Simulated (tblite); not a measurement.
A structure optimised at GFN2-xTB (Å):
```
atom  x, y, z in Å
N1     2.994   -1.798   -0.592
C2     1.967   -1.335   -0.374
C3     0.708   -0.757   -0.108
C4    -0.366   -1.488    0.238
C5    -1.653   -0.783    0.499
Si6   -1.286    1.077    0.222
C7     0.518    0.689   -0.201
C8     1.492    1.526   -0.533
F9     1.270    2.850   -0.606
H10   -0.316   -2.563    0.331
H11   -1.993   -1.015    1.510
H12   -2.422   -1.179   -0.167
H13   -2.018    1.639   -0.912
H14   -1.416    1.871    1.443
H15    2.518    1.274   -0.771
```

Neutral, closed shell.

(1) Which heavy atoms are bonded, and with what formal order?

(2) Write the SMILES.

(3) What is the point group of this geometry?

(4) Which rings does it hold (smallest set)?

(5) Classify the heavy atoms.

(6) What is the arrangement about C2?

(7) What is the arrangement about C8?

Results:

(1) N1–C2 1.15 Å (triple); C2–C3 1.41 Å (single); C3–C4 1.34 Å (double); C4–C5 1.49 Å (single); C5–Si6 1.92 Å (single); Si6–C7 1.89 Å (single); C7–C8 1.33 Å (double); C8–F9 1.34 Å (single); C3–C7 1.46 Å (single). Bonds to hydrogen (Å): C4–H10 1.08; C5–H11 1.09; C5–H12 1.09; Si6–H13 1.46; Si6–H14 1.46; C8–H15 1.08.

(2) `N#CC1=CC[SiH2]/C1=C\F`, C6H6FNSi. Among its features: nitrile, C=C double bond, C–F bond, Si–H bond and C–Si bond.

(3) Cs (tolerance 0.08 Å).

(4) C3–C4–C5–Si6–C7 (5 members, 0.00 Å rms from planarity).

(5) N1: nitrile nitrogen; C2: nitrile carbon; C3: fully substituted alkene carbon; C4: alkene CH carbon; C5: sp3 carbon bound to silicon; Si6: SiH2 silicon; C7: fully substituted alkene carbon; C8: vinylic C–F carbon; F9: vinyl fluorine.

(6) It has 2 neighbours (N1, C3) and is linear (angle 179.6°).

(7) It has 3 neighbours (C7, F9, H15) and is planar (angles 127.1°, 120.9° and 112.0°, sum 360.0°, 0.00 Å off the plane of its three neighbours).

The numbers are calculated, not measured.
